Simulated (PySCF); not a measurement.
Gas-phase reaction: B₃O₃H₃ ⇌ B₂O₃ + BH + H₂

Computed with PySCF and rigid-rotor harmonic-oscillator thermochemistry at 1 bar. 'Table' is the NASA 1993 thermochemical table (part measured, part estimated). After a fit of one offset per element over all species, the range-separated, M06-2X, PBE0/def2-QZVP and CCSD(T)/def2-TZVPP enthalpies, where run, lie to one side of the table for B₃O₃H₃ (+31 kJ/mol): a fault of the table's entry, another state or a shared error of the levels is possible; this was not checked at source. † marks an energy on the PBE0/def2-TZVP geometry and frequencies; other levels use their own. CCSD(T) freezes the core. All species are closed-shell singlets. For this reaction the table lies outside the span of B3LYP, CCSD(T), M06-2X, MP2, PBE0, r2SCAN, ωB97M-V, ωB97X-V in their largest bases here; which side is off was not settled. CCSD(T) isn't extrapolated to the basis-set limit; its ΔH°(298 K) is 757.7 kJ in def2-SVP and 765.7 kJ in def2-TZVPP. The harmonic model lacks anharmonicity and excited electronic states, which grow with temperature; levels with a mode under 35 cm⁻¹ are left out. Soft modes under 120 cm⁻¹ make the harmonic entropy rough for B₂O₃. The table's entry may be an old estimate for B₃O₃H₃, B₂O₃, BH (not checked at source). Warning, point group unlike the PBE0 one: B₂O₃ (PBE/def2-SVP).

```json
[
 {"level": "table", "ΔH°(298 K), kJ": "824.2", "minus table": "-", "ΔG°(1200 K), kJ": "458.8"},
 {"level": "CCSD(T)/def2-TZVPP†", "ΔH°(298 K), kJ": "765.7", "minus table": "-58.5", "ΔG°(1200 K), kJ": "391.9"},
 {"level": "PBE/def2-SVP", "ΔH°(298 K), kJ": "805.8", "minus table": "-18.4", "ΔG°(1200 K), kJ": "423.9"},
 {"level": "PBE0/def2-SVP†", "ΔH°(298 K), kJ": "841.2", "minus table": "17.0", "ΔG°(1200 K), kJ": "467.4"},
 {"level": "PBE0/def2-TZVP", "ΔH°(298 K), kJ": "815.7", "minus table": "-8.5", "ΔG°(1200 K), kJ": "441.9"},
 {"level": "r2SCAN/def2-TZVP†", "ΔH°(298 K), kJ": "815.5", "minus table": "-8.7", "ΔG°(1200 K), kJ": "441.7"},
 {"level": "LDA/def2-TZVP†", "ΔH°(298 K), kJ": "896.2", "minus table": "72.0", "ΔG°(1200 K), kJ": "522.4"}
]
```
